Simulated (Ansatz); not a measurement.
# A barrier at the coupled-cluster level

Start structure (SiNH3OF2, singlet), relaxed at PBE0-D4/def2-TZVP:

```tsv
atom	x (Å)	y (Å)	z (Å)
Si1	-0.4931	0.1666	0.1998
N2	1.1885	0.0776	0.1241
O3	-1.2113	-0.9200	-0.7613
H4	-0.9137	-0.9648	-1.6706
F5	-0.8719	1.6596	-0.1683
F6	-1.1250	-0.1017	1.6238
H7	1.6722	-0.7904	0.2825
H8	1.7541	0.8731	0.3700
```

The step: SiNH₃OF₂ ([NH2][Si]([OH])([F])[F]) → SiOF₂ ([O][Si]([F])[F]) + NH₃ (still joined by a long Si–N bond); bonds formed: N2–H4; bonds broken: O3–H4; bonds weakened to dative contacts: Si1–N2. Ansatz 0.2.0; basis: def2-TZVPP and def2-QZVPP; cores frozen in the correlated methods. Extrapolation: Hartree–Fock as exp(−7.88 √X), correlation as X^−2.97. Energies below are by CCSD(T) at an estimated basis limit (MP2 extrapolated from triple and quadruple zeta, plus CCSD(T) − MP2 in triple zeta).

(1) What are the electronic barrier and the energy of the step, from the start structure to the end structure? (To be estimated.)

T1 diagnostic: at most 0.013. The end structure is not quite a true minimum (one mode of 79i cm⁻¹).

Answers

(1) By the calculation: Barrier 188.2 kJ/mol; step energy 122.2 kJ/mol (uphill); reverse barrier, their difference, 66.0 kJ/mol. Barrier and step energy count from the start structure, the reverse barrier from the end structure.

The saddle point: One imaginary mode of 1391i cm⁻¹.
```tsv
pair	start (Å)	saddle (Å)	end (Å)
N2–H4	2.95	1.24	1.02
Si1–N2	1.69	1.83	1.92
O3–H4	0.96	1.39	2.64
```

Zero-point energy (harmonic, PBE0-D4): ZPE is 124.3 kJ/mol at the start and 118.0 kJ/mol at the saddle, so the barrier goes from 188.2 to 181.9 kJ/mol.

First-order rate constant out of the start structure at 498 K by transition-state theory, with harmonic vibrational free energies alone and no tunnelling: ΔA‡ = 187.2 kJ/mol, so k = (kB T/h) exp(−ΔA‡/kB T) ≈ 10^-7 s⁻¹ (an order of magnitude at best: rotation, the number of equivalent paths and anharmonicity are left out).

Labels in which every atom is bracketed show which atoms are joined, not bond orders.

For scale, one of the runs: CCSD(T)/def2-TZVPP, 208 basis functions, launched by `ansatz run in.yaml --threads 4 --pin off --events-out ev --progress --plain --max-ram 9574MiB`. The run took 76 s on 4 CPU threads of an Arm Neoverse V1 (shared host), with 3 GiB of host memory at its peak.
